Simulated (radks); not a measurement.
The table gives one normalised radial function P(r) = r R(r) of C+ in [He] 2s2 2p1 (r in bohr). Calculated with a radial shooting solver on a logarithmic mesh with Libxc functionals: scalar-relativistic Kohn-Sham, PBE, spin-unpolarised, spherical densities, point nucleus.

| r | P |
|---|---|
| 0.02349 | 0.1367 |
| 0.02892 | 0.1627 |
| 0.03533 | 0.1910 |
| 0.04349 | 0.2233 |
| 0.05355 | 0.2580 |
| 0.06593 | 0.2933 |
| 0.08118 | 0.3269 |
| 0.09915 | 0.3540 |
| 0.1221 | 0.3720 |
| 0.1503 | 0.3731 |
| 0.1851 | 0.3499 |
| 0.226 | 0.2975 |
| 0.2783 | 0.2052 |
| 0.3426 | 0.0714 |
| 0.4218 | -0.1010 |
| 0.5194 | -0.3004 |
| 0.6344 | -0.4982 |
| 0.781 | -0.6836 |
| 0.9616 | -0.8142 |
| 1.184 | -0.8591 |
| 1.446 | -0.8091 |
| 1.78 | -0.6729 |
| 2.192 | -0.4887 |
| 2.699 | -0.3052 |
| 3.323 | -0.1600 |
| 4.059 | -0.0704 |
| 4.997 | -0.0232 |

Which n and l does it have? It may be an empty orbital.

Answer. n = 2, l = 0: the number of nodes gives n - l - 1 = 1, the rise at small r (about r^(l+1)) gives l, and the extent must fit the shell. The curve is that of 2s. 2s: eigenvalue -25.758 eV, 1 radial node at r = 0.375 bohr, <r> = 1.46 bohr, 90 % of the charge inside 2.30 bohr.
